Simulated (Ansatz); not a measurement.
Al₆As₇H₂₀, a cluster cut from zinc blende AlAs (hydrogen-capped). Total charge 0; doublet. Geometry PBE-D4/def2-SVP, that of the charge +1 singlet; atoms count from 1.

```xyz
33

As    2.0448    2.9314   -0.3076
As   -1.8069   -2.8039   -2.0284
As   -1.4059    1.5203   -1.2614
As    1.5441   -0.9201   -1.3630
As    2.3897    0.2400    2.3792
As   -1.1469   -1.3260    1.4116
As   -0.7023    2.5034    2.3868
Al    0.4396   -2.3982   -3.1452
Al    0.9932    1.3852   -2.0164
Al    1.7927    2.6578    2.1715
Al   -2.5136   -3.2288    0.3742
Al   -2.1468    0.8965    1.0653
Al    1.2841   -1.5871    1.0084
H     1.7814    4.3922   -0.6523
H     3.5448    2.9258   -0.5706
H    -2.3893   -3.9760   -2.8122
H    -2.7627   -1.7470   -2.5805
H    -1.9933    2.8789   -1.6202
H    -2.2216    0.6749   -2.2313
H     3.0426   -0.9985   -1.6435
H     3.9062    0.1655    2.2471
H     2.2945   -0.0979    3.8622
H    -1.3049   -1.4955    2.9214
H    -1.2645    3.9186    2.3342
H    -0.9789    2.2269    3.8585
H     0.1800   -1.3830   -4.3559
H     1.2300   -3.7818   -3.1672
H     1.2590    1.9178   -3.4885
H     2.5219    3.7243    3.0937
H    -4.0478   -2.8149    0.5265
H    -1.7930   -4.5699    0.8484
H    -3.6899    1.1546    1.3395
H     1.9197   -2.9856    1.4156
```

Single mean-field runs in def2-TZVP are fitted with def2-universal-jkfit.

Q: Estimate the Mulliken populations of the heavy atoms from the PBE0/def2-TZVP orbitals of Ansatz.

A: 
```csv
atom,charge (e),spin (α − β)
As1,-0.26,0.12
As2,-0.27,0.02
As3,-0.30,0.17
As4,-0.34,0.02
As5,-0.21,0.01
As6,-0.34,0.02
As7,-0.26,0.12
Al8,0.26,0.00
Al9,0.33,0.01
Al10,0.32,0.04
Al11,0.27,0.00
Al12,0.33,0.01
Al13,0.34,-0.02
```
Mulliken values depend strongly on the basis.

Q: Where does the spin sit?

A: Summed by element: As 0.47, Al 0.06, H 0.47, of 1 unpaired in all. Largest on single atoms: As3 0.17, H25 0.12, H15 0.12.

Q: And the Mayer bond orders between heavy atoms (over 0.3)?

A: As1–Al9 0.73 (2.53 Å); As1–Al10 0.80 (2.51 Å); As2–Al8 0.70 (2.54 Å); As2–Al11 0.69 (2.54 Å); As3–Al9 0.77 (2.52 Å); As3–Al12 0.78 (2.52 Å); As4–Al8 0.67 (2.57 Å); As4–Al9 0.82 (2.46 Å); As4–Al13 0.81 (2.48 Å); As5–Al10 0.73 (2.50 Å); As5–Al13 0.68 (2.54 Å); As6–Al11 0.67 (2.56 Å); As6–Al12 0.81 (2.46 Å); As6–Al13 0.82 (2.48 Å); As7–Al10 0.80 (2.51 Å); As7–Al12 0.73 (2.53 Å).
